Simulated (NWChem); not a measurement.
GeSiNH7; SMILES [SiH2]([GeH3])N

```xyz
10

Si    -0.5882     1.1951    -0.0001
N      0.7363     2.3464    -0.0002
Ge     0.0770    -1.1185     0.0000
H     -1.4170     1.4526    -1.2304
H     -1.4159     1.4525     1.2309
H      1.3344     2.3589    -0.8323
H      1.3312     2.3619     0.8342
H      0.9389    -1.4411    -1.2554
H     -1.1171    -2.1158     0.0151
H      0.9631    -1.4323     1.2408
```
Atoms are numbered in this order, from 1.

Results from NWChem. Pople sets run with spherical d functions. Structure relaxed at the PBE-D3(BJ)/def2-SVP level.

Taking PBE0/6-311G** as the yardstick, which of these has the fewest basis functions while keeping “highest occupied level (eV)” within 0.2 eV of it: PBE0/6-31G*; PBE0/3-21G; PBE0/STO-3G?

PBE0/6-31G*.
| level | basis functions | highest occupied level (eV) | relative time (rough) |
|---|---|---|---|
| PBE0/STO-3G | 39 | -3.61 | 1 |
| PBE0/3-21G | 58 | -6.49 | 1 |
| PBE0/6-31G* | 78 | -6.85 | 3 |
| PBE0/6-311G** | 130 | -7.02 | 5 |

The yardstick is one finite set, not the basis-set limit.
